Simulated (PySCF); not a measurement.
# [Ti(OH)4]-: what the settings change

[Ti(OH)4]- holds Ti(III), d1, at total charge -1. The structure is a PBE0-D3(BJ)/def2-TZVP geometry optimised for multiplicity 2; coordination tetrahedral, point group S4, metal–donor distances 1.92 Å.

```
9

Ti    0.0000    0.0000    0.0000
O     1.1112    1.1112    1.1103
H     0.7035    1.9113    1.4480
O    -1.1112   -1.1112    1.1103
H    -0.7035   -1.9113    1.4480
O    -1.1112    1.1112   -1.1103
H    -1.9113    0.7035   -1.4480
O     1.1112   -1.1112   -1.1103
H     1.9113   -0.7035   -1.4480
```

Method (PySCF 2.14, density fitting): CASSCF(1,5) with orbitals averaged over all microstates of the shell, strongly contracted NEVPT2 on the averaged canonical orbitals; basis x2c-TZVPall on the metal, x2c-SVPall elsewhere; spin-free X2C; IEF-PCM dichloromethane; spin-orbit coupling by state interaction with the mean-field operator over all roots.

Base run: NEVPT2 ground state 2B (from 2E), next 2A (from 2E) at 4365, then 2E (from 2T2) at 10558 cm⁻¹, 10Dq(NEVPT2) 8799, ζ 122 cm⁻¹, g 1.925 1.980 1.980, μeff(300 K) 1.75 μB.

(1) What happens with the basis x2c-TZVPall on all atoms?

NEVPT2 lifts 2A (from 2E) from 3587 to 4365 cm⁻¹; on the d shell alone such lifts tend to overshoot. NEVPT2 on the d shell alone tends to put d–d bands too high for such charged or covalently bound ions.

Results:

(1) NEVPT2 ground state 2B (from 2E), next 2A (from 2E) at 4223, then 2E (from 2T2) at 10068 cm⁻¹, 10Dq(NEVPT2) 8346, ζ 122 cm⁻¹, g 1.921 1.979 1.979, μeff(300 K) 1.75 μB. It took 7.8 s against 3.6 s on a shared host of the same kind.
